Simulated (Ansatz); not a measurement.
Calculated with Ansatz (gas phase, PBE0-D4/def2-TZVP geometries, no zero-point term in ΔE). CCSD(T)/CBS is the MP2 limit (def2-TZVPP, def2-QZVPP) plus CCSD(T) − MP2 in def2-TZVPP, frozen cores. This one scheme is used for every species. Functionals use def2-TZVPP. HSE06 is defined as in plane-wave codes. For Ti outer-core shells are correlated without core-valence functions, which leaves a few kJ/mol of doubt a bond. Scalar relativity is left out up to krypton. One conformer a species, not always the lowest.

`[NH2][Ti]([NH2])([NH2])[NH2]` + HCl → `[NH2][Ti]([NH2])([NH2])[Cl]` + NH₃  (ligand exchange at a Ti–N bond)

`[NH2][Ti]([NH2])([NH2])[NH2]`:

```xyz
13

N     1.174    1.451   -0.310
Ti   -0.001    0.000    0.001
N     0.182   -0.613    1.783
N    -1.772    0.592   -0.308
N     0.417   -1.430   -1.166
H     1.040    2.116   -1.059
H     1.944    1.739    0.276
H     0.921   -1.238    2.076
H    -0.464   -0.462    2.543
H    -2.482    0.117   -0.846
H    -2.107    1.501   -0.018
H     0.129   -2.384   -0.994
H     1.019   -1.391   -1.975
```

HCl:

Cartesian coordinates in Å:
```
Cl 0.273 -0.201 -0.542
H -0.273 0.201 0.542
```

`[NH2][Ti]([NH2])([NH2])[Cl]`:

Cartesian coordinates in Å:
```
N -0.108 1.526 -0.858
Ti 0.266 0.136 0.338
N -1.378 -0.506 0.960
N 1.050 -1.243 -0.656
Cl 1.586 0.810 2.014
H -0.343 2.463 -0.555
H 0.027 1.501 -1.858
H -1.461 -1.114 1.764
H -2.289 -0.201 0.651
H 2.023 -1.236 -0.931
H 0.628 -2.135 -0.869
```

NH₃:

```xyz
4

N    -0.144    0.073    0.231
H     0.374   -0.785    0.369
H    -0.755   -0.073   -0.563
H     0.525    0.785   -0.036
```

Task: Is it downhill or uphill in electronic energy at CCSD(T)/CBS, and by how much? (Estimate.)

Result: Computed: Downhill: ΔE = -111.2 kJ/mol.

Task: What do these levels give: BLYP-D4, r2SCAN0-D4, HSE06, HF/def2-SVP, SCS-MP2/def2-TZVPP, CCSD(T)/def2-TZVPP? (Estimate.)

Result: Ansatz gave: BLYP-D4 -111.1, r2SCAN0-D4 -118.4, HSE06 -116.2, HF/def2-SVP -117.0, SCS-MP2/def2-TZVPP -113.7, CCSD(T)/def2-TZVPP -109.9 kJ/mol.

Largest T1 diagnostic among the species: 0.025, so the coupled-cluster value is less sure than usual.

At CCSD(T), def2-SVP lies −5.6 kJ/mol from the extrapolated value and def2-TZVPP +1.3 kJ/mol. Leaving LDA and LC-ωPBE aside and taking each functional with its dispersion term where it has one, the values, not all of them listed here, spread over 11.8 kJ/mol, from B97M-V to CAM-B3LYP-D4. LDA lies +4.7 kJ/mol from PBE without D4.
